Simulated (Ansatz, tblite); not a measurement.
Forces on the cluster Cs7⁻ at its B3LYP/def2-SVPD geometry. The state is a singlet with charge -1.

In the def2 sets Cs takes a core potential; there is no spin–orbit coupling. The xTB rows come from tblite. The restricted singlet is unstable towards broken spin symmetry in Hartree–Fock (as tested in another run); at PBE/def2-TZVPD this wasn't settled. Another isomer (singlet) lies 0.35 eV lower at PBE0/def2-TZVPD; other spin states weren't run for this one.

GFN2-xTB (tblite), largest force 0.29 eV/Å:

```xyz
7
positions Å, forces eV/Å
Cs   -2.163    0.344   -4.060    0.062   -0.135   -0.247
Cs   -5.649    1.645   -0.374    0.142   -0.031    0.033
Cs    3.735    0.291    3.587   -0.067    0.015   -0.001
Cs    0.970   -2.348   -6.780   -0.205    0.089    0.076
Cs   -0.975    0.609    1.617   -0.122    0.071   -0.042
Cs    0.865   -0.573    7.741    0.071   -0.040    0.021
Cs    3.216    0.032   -1.731    0.120    0.032    0.159
```

PBE/def2-TZVPD (Ansatz), largest force 0.04 eV/Å:

```
Cs 0.010 -0.008 0.029
Cs 0.017 -0.004 -0.007
Cs -0.014 -0.008 -0.003
Cs 0.013 0.018 0.015
Cs 0.010 0.002 -0.005
Cs 0.003 0.009 -0.014
Cs -0.039 -0.009 -0.015
```
